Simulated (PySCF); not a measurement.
dimethyl selenide (C2H6Se), singlet, geometry from GFN2-xTB. Base run: SVWN5/def2-SVP (PySCF).

Here is a job for PySCF.
```python
from pyscf import gto, scf, dft

mol = gto.Mole()
mol.atom = '''
    C     1.427456   -0.352530    0.804101
    Se    0.018572    0.177668   -0.439477
    C    -1.491744   -0.262468    0.717145
    H     1.320476   -1.409446    1.036687
    H     2.381536   -0.173149    0.317011
    H     1.351604    0.247522    1.707869
    H    -1.464083   -1.323538    0.953742
    H    -2.402307   -0.025560    0.174512
    H    -1.432956    0.333430    1.624923
'''
mol.basis = 'def2-svp'
mol.charge = 0
mol.spin = 0
mol.verbose = 4
mol.build()

mf = dft.RKS(mol)
mf.xc = 'lda,vwn'
mf.kernel()
mf.analyze()
```

Each row names what was changed in the base input (with any setting that the change needs).

| change | ΔE vs base (mEh) | fitting functions | dipole (D) |
|---|---|---|---|
| base | 0.000 | - | 1.46 |
| auxbasis = def2-universal-jkfit | -0.078 | 524 | 1.46 |
| auxbasis = default (with mf = mf.density_fit()) | -0.312 | 222 | 1.46 |
| auxbasis = cc-pvtz-jkfit | -0.127 | 545 | 1.46 |
| auxbasis = autoaux | -0.037 | 688 | 1.46 |
| auxbasis = even-tempered beta=3.0 | -5.994 | 469 | 1.46 |
| auxbasis = def2-universal-jfit | -0.312 | 222 | 1.46 |
| auxbasis = even-tempered beta=1.6 | -0.004 | 1019 | 1.46 |
| auxbasis = cc-pvdz-jkfit | -0.205 | 449 | 1.46 |
| auxbasis = def2-tzvp-ri | -8989.8 | 401 | 1.39 |

A fitting set is made for a task (jfit for Coulomb, jkfit for Coulomb and exchange, ri for correlation) and for a family of orbital bases.
